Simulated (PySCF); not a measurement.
C₄H₁₂O₄Ti, triplet, geometry from GFN2-xTB (such geometries of metal compounds can be far from the true shape) (the multiplicity is a formal guess) (in this run its highest filled SCF level lies above zero, so its values depend strongly on the basis, on diffuse functions most of all); PBE0/STO-3G run with PySCF.

Here is a job for PySCF.
```python
from pyscf import gto, scf, dft

mol = gto.Mole()
mol.atom = '''
    Ti    0.20428409    0.01719143    0.18943717
    O    -1.57175937    0.20905870    0.43486864
    C    -1.71222896    0.89942815    1.63310933
    H    -0.90505706    1.65838599    1.73697637
    H    -2.68926980    1.40893968    1.65796989
    H    -1.64383368    0.20814387    2.49136806
    O     0.91106053   -0.81005718   -1.30941650
    C     0.09971377   -0.83738829   -2.42374965
    H     0.29934767    0.04691736   -3.05934113
    H     0.32335633   -1.72874078   -3.03387543
    H    -0.97718831   -0.83599539   -2.14945761
    O     0.70581010   -1.19491738    1.45638054
    C     0.46012773   -2.44463085    0.95879222
    H     0.83287232   -2.48166689   -0.09879669
    H     1.01062645   -3.20725035    1.53532784
    H    -0.62041800   -2.68550771    0.94558554
    O     0.77138312    1.73121427    0.00232228
    C     0.09178883    2.38925700   -1.00172632
    H    -0.96831077    2.05667919   -1.04842929
    H     0.12466019    3.47818711   -0.82992120
    H     0.55060104    2.18131338   -1.98681744
'''
mol.basis = 'sto-3g'
mol.spin = 2
mol.verbose = 4
mol.build()

mf = dft.UKS(mol)
mf.xc = 'pbe0'
mf.kernel()
```

**Question.** What does PySCF print? Leave out banner, timings and long lists.

**Answer.** 
```
PySCF version 2.14.0

[INPUT] verbose = 4
[INPUT] num. atoms = 21
[INPUT] num. electrons = 90
[INPUT] charge = 0
[INPUT] spin (= nelec alpha-beta = 2S) = 2
[INPUT] symmetry False subgroup None
[INPUT] Mole.unit = angstrom
[INPUT] Symbol           X                Y                Z      unit          X                Y                Z       unit  Magmom
[INPUT]  1 Ti     0.204284090000   0.017191430000   0.189437170000 AA    0.386040981706   0.032487094390   0.357984369113 Bohr   0.0
[INPUT]  2 O     -1.571759370000   0.209058700000   0.434868640000 AA   -2.970194743019   0.395063686958   0.821782629762 Bohr   0.0
[INPUT]  3 C     -1.712228960000   0.899428150000   1.633109330000 AA   -3.235643796949   1.699672872224   3.086129365172 Bohr   0.0
[INPUT]  4 H     -0.905057060000   1.658385990000   1.736976370000 AA   -1.710309970504   3.133895329916   3.282409624141 Bohr   0.0
[INPUT]  5 H     -2.689269800000   1.408939680000   1.657969890000 AA   -5.081983397064   2.662510121232   3.133109014875 Bohr   0.0
[INPUT]  6 H     -1.643833680000   0.208143870000   2.491368060000 AA   -3.106395449536   0.393334908807   4.708003308889 Bohr   0.0
[INPUT]  7 O      0.911060530000  -0.810057180000  -1.309416500000 AA    1.721654884601  -1.530786215438  -2.474438567987 Bohr   0.0
[INPUT]  8 C      0.099713770000  -0.837388290000  -2.423749650000 AA    0.188431716148  -1.582434528018  -4.580223033010 Bohr   0.0
[INPUT]  9 H      0.299347670000   0.046917360000  -3.059341130000 AA    0.565685112327   0.088660960888  -5.781316857317 Bohr   0.0
[INPUT] 10 H      0.323356330000  -1.728740780000  -3.033875430000 AA    0.611054904344  -3.266846614567  -5.733193658747 Bohr   0.0
[INPUT] 11 H     -0.977188310000  -0.835995390000  -2.149457610000 AA   -1.846618278027  -1.579802328499  -4.061886199262 Bohr   0.0
[INPUT] 12 O      0.705810100000  -1.194917380000   1.456380540000 AA    1.333787784952  -2.258066589683   2.752160353746 Bohr   0.0
[INPUT] 13 C      0.460127730000  -2.444630850000   0.958792220000 AA    0.869515392018  -4.619682782163   1.811854706164 Bohr   0.0
[INPUT] 14 H      0.832872320000  -2.481666890000  -0.098796690000 AA    1.573900581531  -4.689670754501  -0.186698686114 Bohr   0.0
[INPUT] 15 H      1.010626450000  -3.207250350000   1.535327840000 AA    1.909807204741  -6.060824774415   2.901349129020 Bohr   0.0
[INPUT] 16 H     -0.620418000000  -2.685507710000   0.945585540000 AA   -1.172420102750  -5.074874077308   1.786897697949 Bohr   0.0
[INPUT] 17 O      0.771383120000   1.731214270000   0.002322280000 AA    1.457702833913   3.271520833239   0.004388473185 Bohr   0.0
[INPUT] 18 C      0.091788830000   2.389257000000  -1.001726320000 AA    0.173455749994   4.515041371200  -1.892988396568 Bohr   0.0
[INPUT] 19 H     -0.968310770000   2.056679190000  -1.048429290000 AA   -1.829842158767   3.886560395192  -1.981244219072 Bohr   0.0
[INPUT] 20 H      0.124660190000   3.478187110000  -0.829921200000 AA    0.235573617736   6.572821047892  -1.568323772970 Bohr   0.0
[INPUT] 21 H      0.550601040000   2.181313380000  -1.986817440000 AA    1.040485169501   4.122084880049  -3.754540821109 Bohr   0.0

nuclear repulsion = 750.479917504975
number of shells = 44
number of NR pGTOs = 210
number of NR cGTOs = 70
basis = sto-3g
ecp = {}

******** <class 'pyscf.dft.uks.UKS'> ********
method = UKS
initial guess = minao
damping factor = 0
level_shift factor = 0
DIIS = <class 'pyscf.scf.diis.CDIIS'>
diis_start_cycle = 1
diis_space = 8
diis_damp = 0
SCF conv_tol = 1e-09
SCF conv_tol_grad = None
SCF max_cycles = 50
direct_scf = True
direct_scf_tol = 1e-13
number electrons alpha = 46  beta = 44
XC library pyscf.dft.libxc version 7.1.2
    S. Lehtola, C. Steigemann, M. J. T. Oliveira, and M. A. L. Marques,  SoftwareX 7, 1–5 (2018)
XC functionals = pbe0
    C. Adamo and V. Barone,  J. Chem. Phys. 110, 6158 (1999)
    M. Ernzerhof and G. E. Scuseria,  J. Chem. Phys. 110, 5029 (1999)
radial grids:
    Treutler-Ahlrichs [JCP 102, 346 (1995); DOI:10.1063/1.469408] (M4) radial grids

becke partition: Becke, JCP 88, 2547 (1988); DOI:10.1063/1.454033
pruning grids: <function nwchem_prune>
grids dens level: 3
symmetrized grids: False
atomic radii adjust function: <function treutler_atomic_radii_adjust>
small_rho_cutoff = 0
Set gradient conv threshold to 3.16228e-05
tot grids = 251400
init E= -1294.89087857816

cycle= 1 E= -1294.18445257346  delta_E= 0.706  |g|= 0.742  |ddm|= 4.13

cycle= 2 E= -1293.85658375295  delta_E= 0.328  |g|= 1.15  |ddm|= 2.59

cycle= 3 E= -1294.50339408864  delta_E= -0.647  |g|= 0.417  |ddm|=    2

cycle= 4 E= -1294.53249570472  delta_E= -0.0291  |g|= 0.343  |ddm|= 1.48

cycle= 5 E= -1294.60045239155  delta_E= -0.068  |g|= 0.186  |ddm|= 1.25

cycle= 6 E= -1294.61821430454  delta_E= -0.0178  |g|= 0.0939  |ddm|= 0.392

cycle= 7 E= -1294.62373133642  delta_E= -0.00552  |g|= 0.0328  |ddm|= 0.155

cycle= 8 E= -1294.62436878153  delta_E= -0.000637  |g|= 0.0129  |ddm|= 0.0507

cycle= 9 E= -1294.62446184482  delta_E= -9.31e-05  |g|= 0.0095  |ddm|= 0.032

cycle= 10 E= -1294.62451509806  delta_E= -5.33e-05  |g|= 0.00474  |ddm|= 0.0137

cycle= 11 E= -1294.6245383606  delta_E= -2.33e-05  |g|= 0.00363  |ddm|= 0.0178

cycle= 12 E= -1294.62455639696  delta_E= -1.8e-05  |g|= 0.00179  |ddm|= 0.023

cycle= 13 E= -1294.62455964775  delta_E= -3.25e-06  |g|= 0.000868  |ddm|= 0.00807

cycle= 14 E= -1294.62456052586  delta_E= -8.78e-07  |g|= 0.000449  |ddm|= 0.00464

cycle= 15 E= -1294.62456099539  delta_E= -4.7e-07  |g|= 0.000133  |ddm|= 0.00344

cycle= 16 E= -1294.62456109896  delta_E= -1.04e-07  |g|= 7.14e-05  |ddm|= 0.00201

cycle= 17 E= -1294.62456114034  delta_E= -4.14e-08  |g|= 5.79e-05  |ddm|= 0.00117

cycle= 18 E= -1294.62456115064  delta_E= -1.03e-08  |g|= 3.34e-05  |ddm|= 0.000431

cycle= 19 E= -1294.62456115599  delta_E= -5.35e-09  |g|= 3.1e-05  |ddm|= 0.000369

cycle= 20 E= -1294.62456115716  delta_E= -1.17e-09  |g|= 1.42e-05  |ddm|= 8.64e-05

cycle= 21 E= -1294.62456116073  delta_E= -3.57e-09  |g|= 1.6e-05  |ddm|= 0.00039

cycle= 22 E= -1294.62456116211  delta_E= -1.38e-09  |g|= 1.08e-05  |ddm|= 0.000245

cycle= 23 E= -1294.62456116261  delta_E= -5.03e-10  |g|= 4.05e-06  |ddm|= 0.000165

Extra cycle  E= -1294.62456116261  delta_E= -4.09e-12  |g|= 8.18e-06  |ddm|= 3.12e-05
converged SCF energy = -1294.62456116261  <S^2> = 2.0071437  2S+1 = 3.0047587
```
